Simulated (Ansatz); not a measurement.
Computed with Ansatz on PBE0-D4/def2-TZVP structures; ΔE is electronic, products minus reactants. CBS: MP2 limit from def2 TZ/QZ plus the TZ coupled-cluster correction, frozen cores. Functionals use def2-TZVPP. B3LYP here is the variant with VWN-RPA as its local correlation; programs differ in this. Elements past krypton have def2 core potentials. For I, Sn outer-core shells are correlated without core-valence functions, which leaves a few kJ/mol of doubt a bond. One conformer a species, not always the lowest.

Consider the ligand exchange at the Si–C bond: `FC([SiH3])I` + `[OH][Sn][Cl]` → `[SiH3][O][Sn][Cl]` + `FCI`.

`FC([SiH3])I`:

Cartesian coordinates in Å:
```
F 1.749 -0.441 -0.716
C 0.574 -0.724 -0.076
Si -0.642 0.733 -0.165
I 0.969 -1.158 2.003
H 0.183 -1.664 -0.469
H -1.904 0.303 0.483
H -0.885 1.058 -1.595
H -0.045 1.894 0.534
```

`[OH][Sn][Cl]`:

Z-matrix (Å, degrees):
```
O
Sn 1 1.974
H 1 0.961 2 114.9
Cl 2 2.361 1 94.3 3 -180.0
```

`[SiH3][O][Sn][Cl]`:

Cartesian coordinates in Å:
```
Si 0.525 -0.812 -0.060
O 0.661 0.779 -0.446
Sn -0.372 2.445 -0.343
Cl -2.308 1.518 0.685
H -0.622 -1.438 -0.771
H 1.777 -1.501 -0.471
H 0.338 -0.992 1.405
```

`FCI`:

Cartesian coordinates in Å:
```
F 0.733 1.164 -0.263
C 0.056 -0.006 -0.205
I -0.709 -0.355 1.766
H -0.805 0.030 -0.869
H 0.725 -0.834 -0.429
```

**Question.** Is it downhill or uphill in electronic energy at CCSD(T)/CBS, and by how much? (An estimate is asked.)

**Answer.** The calculation gave: Downhill: ΔE = -125.2 kJ/mol.

**Question.** What do these levels give: revPBE-D4, PBE0-D4, CAM-B3LYP-D4, PBE-QIDH, PBE0, B3LYP, LC-ωPBE, CCSD/def2-SVP, HF/def2-TZVPP, SCS-MP2/def2-QZVPP, MP2/CBS(def2), CCSD/CBS(def2)? (Best estimate.)

**Answer.** Ansatz gave: revPBE-D4 -110.6, PBE0-D4 -119.7, CAM-B3LYP-D4 -133.0, PBE-QIDH -127.6, PBE0 -119.1, B3LYP -128.5, LC-ωPBE -123.8, CCSD/def2-SVP -136.1, HF/def2-TZVPP -155.1, SCS-MP2/def2-QZVPP -133.3, MP2/CBS(def2) -127.3, CCSD/CBS(def2) -129.5 kJ/mol.

Largest T1 diagnostic among the species: 0.017.

At CCSD(T), def2-SVP lies −7.4 kJ/mol from the extrapolated value and def2-TZVPP −3.2 kJ/mol. From r2SCAN to r2SCAN0 (25 % exact exchange), in def2-TZVPP and without D4, ΔE moves by −5.7 kJ/mol.
